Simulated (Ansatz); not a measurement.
Program: Ansatz. Geometries: PBE0-D4/def2-TZVP. ΔE: electronic, gas phase. CCSD(T)/CBS is the MP2 limit (def2-TZVPP, def2-QZVPP) plus CCSD(T) − MP2 in def2-TZVPP, frozen cores. Functionals use def2-TZVPP. Each species was taken in one conformer, which may not be the lowest.

`C=N/C(F)=C/[SiH3]` → `C[Si](C)(F)C#N`  (isomerisation)

| level | ΔE (kJ/mol) |
| --- | --- |
| PBE0-D4 | -382.5 |
| MP2/CBS(def2) | -444.8 |

(1) What does CCSD(T)/CBS give? (Best estimate.)

Largest T1 diagnostic among the species: 0.014.

Answers

(1) Ansatz gave: -418.3 kJ/mol. The listed levels differ from it by 35.8, -26.5 kJ/mol.

From PBE to PBE0 (25 % exact exchange), in def2-TZVPP and without D4, ΔE moves by −16.5 kJ/mol.
